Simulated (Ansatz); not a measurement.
Total energies of the cluster BaO₂⁻ (the lowest doublet isomer of a short search) from Ansatz at PBE0-D4/def2-TZVPD, gas phase (1 Eh = 27.2114 eV = 2625.5 kJ/mol). The reference geometry is relaxed at r2SCAN-D4/def2-TZVPD.

```xyz
3

Ba    0.2249   -0.0128   -0.0990
O     0.4510    1.8008    1.0970
O    -0.6759   -1.7880   -0.9980
```

| state | geometry | energy (Eh) |
| --- | --- | --- |
| charge -1 doublet | reference | -175.82663 |
| charge 0 triplet | reference | -175.76286 |
| charge -1 quartet | relaxed at r2SCAN-D4/def2-TZVPD | -175.78466 |

In the def2 sets Ba takes a core potential; there is no spin–orbit coupling.

Task: Work out the vertical ionisation energy to the triplet.

Result: E(charge 0 triplet) − E(charge -1 doublet) = -175.76286 − (-175.82663) = 0.06377 Eh = 1.74 eV. For comparison, −ε of the highest occupied level of the spin that leaves is 0.06 eV at this level, 1.68 eV less.

Task: Which of the charge -1 states is lowest, and how far above it are the others?

Result: The doublet. quartet: -175.78466 − (-175.82663) = 0.04197 Eh = 110.2 kJ/mol.

At PBE0-D4/def2-TZVPD the highest occupied level of the charge -1 quartet lies above zero (up to 0.62 eV). The electron is either unbound and held by the finite basis, or the level is raised by self-interaction error.

The structure comes from a short search, and lower isomers may exist.
